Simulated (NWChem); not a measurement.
# C2H4Cl2Si; SMILES Cl/C=C\[SiH2]Cl

```xyz
9

Cl     0.4149    -2.5652     0.0000
C     -1.0429    -1.6310     0.0000
C     -1.0397    -0.2973     0.0000
Si     0.5228     0.7296     0.0000
Cl    -0.0479     2.7241     0.0000
H     -1.9422    -2.2538     0.0000
H     -2.0172     0.1984     0.0000
H      1.3376     0.4817    -1.2209
H      1.3376     0.4817     1.2209
```
Atoms are numbered in this order, from 1.

Program: NWChem. The geometry was optimised at PBE0/def2-SVP. B3LYP is NWChem's, with the RPA form of VWN correlation. Vzz is the largest principal value of the second derivative of the potential at the nucleus (NWChem prints the opposite sign); η is the asymmetry. Non-relativistic.

Q: Predict the results for B3LYP/def2-SVP. Quantities: Vzz Cl1 (a.u.); η Cl1; Vzz Cl5 (a.u.); η Cl5.

A: 
| Item | Result |
|---|---|
| Vzz Cl1 (a.u.) | 3.315 |
| η Cl1 | 0.10 |
| Vzz Cl5 (a.u.) | 2.077 |
| η Cl5 | 0.03 |
